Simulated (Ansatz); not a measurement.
`C[S][Ag]` + HCl → `[Cl][Ag]` + CH₃SH at 700 K and 1 bar (ligand exchange at the Ag–S bond).

Program: Ansatz. Geometries: PBE0-D4/def2-TZVP. ΔE: electronic, gas phase. CCSD(T)/CBS is the MP2 limit (def2-TZVPP, def2-QZVPP) plus CCSD(T) − MP2 in def2-TZVPP, frozen cores. This one scheme is used for every species. def2 core potentials past Kr. For Ag outer-core shells are correlated without core-valence functions, which leaves a few kJ/mol of doubt a bond.

```json
{"species": "`C[S][Ag]`", "CCSD(T)/CBS energy (Eh)": "-584.56425", "H − E (kJ/mol)": "147.6", "S (J/(mol·K))": "375.6"}
{"species": "HCl", "CCSD(T)/CBS energy (Eh)": "-460.38127", "H − E (kJ/mol)": "38.4", "S (J/(mol·K))": "211.8"}
{"species": "`[Cl][Ag]`", "CCSD(T)/CBS energy (Eh)": "-606.73060", "H − E (kJ/mol)": "26.4", "S (J/(mol·K))": "277.5"}
{"species": "CH₃SH", "CCSD(T)/CBS energy (Eh)": "-438.22835", "H − E (kJ/mol)": "160.2", "S (J/(mol·K))": "309.0"}
```

H − E and S are ideal-gas, rigid-rotor, harmonic terms from PBE0-D4/def2-TZVP. 1 Eh = 2625.50 kJ/mol, R = 8.31446 J/(mol·K).

By hand: ΔE, ΔH, ΔS and ΔG.

ΔE = (-606.73060) + (-438.22835) − (-584.56425) − (-460.38127) = -0.01343 Eh = -35.3 kJ/mol. Δ(H − E) = 26.4 + 160.2 − 147.6 − 38.4 = 0.6, so ΔH = -34.7 kJ/mol. ΔS = 277.5 + 309.0 − 375.6 − 211.8 = -0.9 J/(mol·K). ΔG = -34.7 − 700 × (-0.9)/1000 = -34.1 kJ/mol.

By hand: the equilibrium constant, and the temperature at which ΔG would vanish if ΔH and ΔS stayed fixed.

log₁₀ K = −ΔG/(RT ln 10) = 2.5. ΔG = 0 at ΔH/ΔS = 38556 K, far beyond where these terms or the molecules hold.

The number of gas molecules stays the same, so ΔS is small and ΔH decides. A doubt of 5 kJ/mol in ΔE shifts log₁₀ K by 0.4 here. These are equilibria of isolated gas molecules and say nothing of rates. Largest T1 diagnostic: 0.022 (customary marks: 0.02 for closed shells, 0.045 for open ones).
